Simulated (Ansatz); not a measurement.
A nudged elastic band was laid between two geometries of BH$_{10}$NSi$_{4}$ (16 atoms, charge 0, multiplicity 1).

These are results of RHF/6-31G* (Ansatz), not measurements.

* movable images: 5
* climbing image: yes
* spring: 5.0 eV/Å²
* optimiser: quadratic models (default)
* start path: IDPP
* force threshold: 0.03 eV/Å
* iteration limit: 60
* end points: relaxed

First end point:

```xyz
16
Properties=species:S:1:pos:R:3
N -2.128 -2.268 -0.679
Si -0.482 -1.761 -0.844
Si 0.339 -0.442 0.950
B 2.157 0.428 0.549
Si 1.453 2.130 -0.367
Si -0.541 1.767 0.862
H -2.383 -2.937 0.017
H -2.869 -1.618 -0.838
H -0.380 -0.976 -2.091
H 0.358 -2.971 -0.956
H 0.198 -1.206 2.216
H 3.248 0.134 0.913
H 1.203 1.841 -1.801
H 2.194 3.406 -0.264
H -1.847 1.995 0.205
H -0.543 2.454 2.173
```

Last end point:

```xyz
16
Properties=species:S:1:pos:R:3
N -2.202 -2.043 -0.610
Si -0.526 -1.701 -0.878
Si 0.320 -0.455 0.942
B 2.155 0.375 0.521
Si 1.475 2.131 -0.311
Si -0.504 1.774 0.945
H -2.508 -2.427 0.259
H -2.765 -2.380 -1.363
H -0.427 -0.923 -2.130
H 0.327 -2.903 -1.061
H 0.190 -1.265 2.179
H 3.246 0.034 0.841
H 1.195 1.909 -1.750
H 2.256 3.380 -0.168
H -1.818 2.072 0.342
H -0.437 2.401 2.286
```

What changes between the two ends?

No bond is made or broken. The height of N1 over the plane of its neighbours goes from 0.20 to -0.20 Å.

Give the energies along the band, and the barrier.

The run converged. The highest image is number 3 of 0 to 6, 0.008 eV above the first end and 0.025 eV above the last; the last end lies 0.017 eV below the first. A vibrational analysis at the climbing image gives one clearly imaginary mode, 210i cm⁻¹: a first-order saddle point.

```
image  path coordinate (Å)  energy (eV)  height of N1 over the plane of its neighbours (Å)
    0                 0.00        0.000                                               0.20
    1                 0.22        0.002                                               0.19
    2                 0.43        0.005                                               0.16
    3                 0.65        0.008                                               0.07
    4                 0.88       -0.003                                              -0.12
    5                 1.11       -0.014                                              -0.20
    6                 1.34       -0.017                                              -0.20
```

What is the geometry of the highest image?


```xyz
16
Properties=species:S:1:pos:R:3:forces:R:3
N -2.145 -2.203 -0.627 0.01 0.01 -0.01
Si -0.498 -1.750 -0.851 -0.01 0.00 0.01
Si 0.352 -0.463 0.947 0.00 0.00 0.00
B 2.170 0.400 0.527 0.01 0.00 0.00
Si 1.462 2.132 -0.331 -0.01 0.00 0.00
Si -0.516 1.750 0.920 0.00 0.00 0.00
H -2.500 -2.645 0.192 0.00 0.00 0.00
H -2.867 -1.883 -1.235 0.00 -0.01 0.01
H -0.449 -0.957 -2.096 0.00 0.00 0.00
H 0.383 -2.929 -1.025 0.00 0.00 0.00
H 0.234 -1.252 2.200 0.00 0.00 0.00
H 3.266 0.085 0.855 0.00 0.00 0.00
H 1.188 1.884 -1.768 0.00 0.00 0.00
H 2.215 3.398 -0.205 0.00 0.00 0.00
H -1.830 2.006 0.294 0.00 0.00 0.00
H -0.487 2.404 2.249 0.00 0.00 0.00
```

What are the harmonic wavenumbers there?

210i, 36, 65, 82, 131, 173, 228, 271, 380, 395, 402, 446, 461, 516, 585, 602, 639, 671, 684, 716, 739, 781, 809, 834, 888, 934, 959, 993, 1006, 1020, 1036, 1755, 2310, 2326, 2337, 2341, 2354, 2357, 2368, 2779, 3820, 3921 cm⁻¹.

Run time: 2.2 min on 2 threads of Arm Neoverse V1, with other jobs on the host, peak memory 0.33 GiB.
